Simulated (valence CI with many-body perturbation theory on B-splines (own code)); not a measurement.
**From CI to CI+MBPT in Ir LXIII**

Calculated by configuration interaction combined with many-body perturbation theory (CI+MBPT): five valence electrons over a frozen Dirac-Fock core [Ne], radial functions for each j: 9 s, 9 p, 8 d, 6 f, 3 g, 1 h, with the one-electron correlation potential Σ1, the two-electron term Σ2, the three-electron term Σ3, Breit, model QED; selected CI, second order for the rest (own B-spline code, finite nucleus).

No measured spectrum was set against this ion. As an estimate, large intervals hold to a few tenths of a per cent, small ones and those within an open d or f shell to about a per cent. Among the levels kept, up to 640 cm⁻¹ of a level comes from second order outside the variational space, and about a tenth of that is noise between levels of different J, which matters for small intervals.

Each rung adds one term. CI alone is the Dirac-Coulomb CI over the frozen core; QED comes last and gives the full result, which names the levels. Energies are above (3s^2 3p1/2^2 3p3/2) J=3/2 on the same rung, in Ry.

Levels are named by their leading jj configuration (3d3/2^4 stands for four electrons in 3d with j = 3/2), which in mixed levels can hold well under half, so a name can repeat and another be missing. Letters in brackets count levels of one name in rising energy.

| Level | CI alone |
| --- | --- |
| (3s^2 3p1/2^2 3d3/2) J=3/2 | 17.959 |
| (3s^2 3p1/2^2 3d5/2) J=5/2 | 26.374 |
| (3s^2 3p1/2 3p3/2^2) J=3/2 | 30.844 |
| (3s^2 3p1/2 3p3/2^2) J=5/2 | 31.804 |
| (3s^2 3p1/2 3p3/2^2) J=1/2 | 32.935 |
| (3s 3p1/2^2 3p3/2^2) J=5/2 | 44.634 |
| (3s 3p1/2^2 3p3/2^2) J=3/2 | 46.900 |
| (3s 3p1/2^2 3p3/2^2) J=1/2 | 47.049 |
| (3s^2 3p1/2 3p3/2 3d3/2) J=5/2 [a] | 48.643 |
| (3s^2 3p1/2 3p3/2 3d3/2) J=1/2 [a] | 48.842 |
| (3s^2 3p1/2 3p3/2 3d3/2) J=3/2 [a] | 48.910 |
| (3s^2 3p1/2 3p3/2 3d3/2) J=7/2 | 49.650 |
| (3s^2 3p1/2 3p3/2 3d3/2) J=5/2 [b] | 51.935 |
| (3s^2 3p1/2 3p3/2 3d3/2) J=1/2 [b] | 52.714 |
| (3s^2 3p1/2 3p3/2 3d3/2) J=3/2 [b] | 52.831 |
| (3s^2 3p1/2 3p3/2 3d5/2) J=7/2 [a] | 55.967 |

Q: What do these energies become with core correlation, Breit and QED?

A: (3s^2 3p1/2^2 3d3/2) J=3/2 17.768 (-0.1910); (3s^2 3p1/2^2 3d5/2) J=5/2 25.994 (-0.3798); (3s^2 3p1/2 3p3/2^2) J=3/2 30.539 (-0.3041); (3s^2 3p1/2 3p3/2^2) J=5/2 31.443 (-0.3615); (3s^2 3p1/2 3p3/2^2) J=1/2 32.634 (-0.3009); (3s 3p1/2^2 3p3/2^2) J=5/2 44.211 (-0.4236); (3s 3p1/2^2 3p3/2^2) J=3/2 46.469 (-0.4305); (3s 3p1/2^2 3p3/2^2) J=1/2 46.661 (-0.3882); (3s^2 3p1/2 3p3/2 3d3/2) J=5/2 [a] 48.095 (-0.5482); (3s^2 3p1/2 3p3/2 3d3/2) J=1/2 [a] 48.358 (-0.4838); (3s^2 3p1/2 3p3/2 3d3/2) J=3/2 [a] 48.389 (-0.5216); (3s^2 3p1/2 3p3/2 3d3/2) J=7/2 49.043 (-0.6066); (3s^2 3p1/2 3p3/2 3d3/2) J=5/2 [b] 51.356 (-0.5785); (3s^2 3p1/2 3p3/2 3d3/2) J=1/2 [b] 52.181 (-0.5340); (3s^2 3p1/2 3p3/2 3d3/2) J=3/2 [b] 52.263 (-0.5686); (3s^2 3p1/2 3p3/2 3d5/2) J=7/2 [a] 55.303 (-0.6636).

Q: How does the ionisation energy move along the ladder, and which term matters most?

A: CI alone 6717.2, + Σ1 6718.2, + Σ2 6718.4, + Σ3 6717.9, + Breit 6711.9, + QED 6711.2 eV. The largest step is Breit, -5.9 eV. NIST lists 6708 ± 15 eV (theoretical).
